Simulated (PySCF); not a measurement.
(2S)-2-fluorobutane (C4H9F), SMILES CC[C@H](C)F. Atoms are numbered in the order given.

```xyz
14

C      1.5454    -1.2097    -0.6108
C      0.6865     0.0443    -0.7748
C     -0.1839     0.3721     0.4370
C     -1.2784    -0.6410     0.7299
F     -0.7874     1.6174     0.2102
H      2.2050    -1.3579    -1.4885
H      0.9291    -2.1257    -0.5049
H      2.1972    -1.1413     0.2854
H      1.3319     0.9286    -0.9608
H      0.0226    -0.0490    -1.6619
H      0.4695     0.4888     1.3351
H     -0.8504    -1.6266     1.0004
H     -1.9059    -0.2948     1.5741
H     -1.9297    -0.7733    -0.1583
```
Charge 0, spin multiplicity 1.

Geometry optimised at PBE-D3(BJ)/def2-SVP. The values are those of a single conformer.

Two levels are set side by side: PBE/pcSseg-1 (PySCF) and PBE0/pcSseg-1 (PySCF). GIAO shifts against CFCl3 (¹⁹F), TMS (¹H), TMS (¹³C) at the same level; non-relativistic, no solvent, atoms listed together averaged. Differences are taken from unrounded values.

```
quantity              PBE0
------------------  ------
δ(¹³C) of C1 (ppm)    15.0
δ(¹³C) of C2 (ppm)    36.4
δ(¹³C) of C3 (ppm)    97.0
δ(¹³C) of C4 (ppm)    24.6
δ(¹⁹F) of F5 (ppm)  -192.0
δ(¹H) of H11 (ppm)    4.82
```

Problem. What does PBE give, and how far is it from PBE0? (An estimate is asked for; the answer gives what the named calculation found.)

Solution. 
| quantity | PBE | PBE minus PBE0 |
|---|---|---|
| δ(¹³C) of C1 (ppm) | 15.6 | 0.6 |
| δ(¹³C) of C2 (ppm) | 38.7 | 2.3 |
| δ(¹³C) of C3 (ppm) | 101.3 | 4.3 |
| δ(¹³C) of C4 (ppm) | 25.1 | 0.5 |
| δ(¹⁹F) of F5 (ppm) | -206.0 | -14.1 |
| δ(¹H) of H11 (ppm) | 5.00 | 0.19 |

Rough cost on one machine, each run with all the roots and properties that it gave: PBE0 against PBE within a factor of 2.
